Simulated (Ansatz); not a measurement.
Correlation energies of C$_{2}$HF$_{2}$Ge, SMILES `C#[C][Ge]([F])[F]` radical by basis set

```
atom    x (Å)    y (Å)    z (Å)
  C1  -0.6667   1.6328   0.3168
  C2  -0.2148   0.5222   0.1896
 Ge3   0.4929  -1.2297   0.2827
  F4   1.9957  -1.2586  -0.5699
  F5  -0.5398  -2.2851  -0.6150
  H6  -1.0672   2.6184   0.3957
```

Charge 0, multiplicity 2. Correlated methods include outer-core shells of Ge, which these sets cover unevenly. Scalar relativity is left out up to krypton. The geometry is a stationary point of PBE0-D4/def2-TZVP. Frozen core, unrestricted reference, Ansatz.

```
     basis      HF (Eh)  MP2 corr.
  def2-SVP  -2350.05585   -0.81981
def2-TZVPP  -2350.67269   -1.01685
def2-QZVPP  -2350.72763   -1.34503
```

Task: Estimate the CCSD correlation energy and the (T) correction in each basis where they were run (hartree).

Result: 
| basis | CCSD corr. | (T) |
| --- | --- | --- |
| def2-SVP | -0.82636 | -0.02418 |
| def2-TZVPP | -1.01829 | -0.04075 |
